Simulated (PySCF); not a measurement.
Isomers of C4H8N2Si2. Computed, not measured: TDDFT CAM-B3LYP/def2-SVPD, vertical, gas phase, core orbitals frozen in the response (PySCF). Geometries: GFN2-xTB; one conformer of each isolated species. Triplets are in the Tamm–Dancoff approximation. 'Strongest' means the level of largest summed f among the lowest 8 singlets; it needn't be the same kind of state in each.

Question: Rank by computed lowest triplet energy, highest first.
A. `N#C[C@H]1[SiH2][C@H](N=C)[SiH2]1`
B. `CN[SiH2]C#C[SiH2]C#N`
C. `C=C1C[SiH2]N[Si@@H]1C#N`
D. `C#C[Si@]([SiH3])(C#N)NC`
E. `[H]/N=C\C(C#N)=C\[SiH2][SiH3]`

Answer: D (4.92 eV), B (4.69 eV), A (4.22 eV), C (4.10 eV), E (3.14 eV).

| SMILES | T1 (eV) | f (S1) | LUMO (eV) | HOMO (eV) | S1 (eV) | f (strongest) | S1 mainly |
| --- | --- | --- | --- | --- | --- | --- | --- |
| C#C[Si@]([SiH3])(C#N)NC | 4.92 | 0.015 | -0.14 | -8.84 | 5.52 | 0.03 | H→L (94%) |
| CN[SiH2]C#C[SiH2]C#N | 4.69 | 0.002 | -0.03 | -8.47 | 5.56 | 0.01 | H→L (55%) |
| C=N[C@H]1[SiH2][C@H](C#N)[SiH2]1 | 4.22 | 0.001 | 0.11 | -9.05 | 5.00 | 0.36 | H→L+1 (89%) |
| C=C1C[SiH2]N[Si@@H]1C#N | 4.10 | 0.036 | 0.11 | -9.04 | 6.18 | 0.19 | H→L (52%) |
| [H]/N=C\C(C#N)=C\[SiH2][SiH3] | 3.14 | 0.005 | -1.60 | -9.39 | 4.36 | 0.47 | H-1→L (82%) |

H and L stand for HOMO and LUMO.
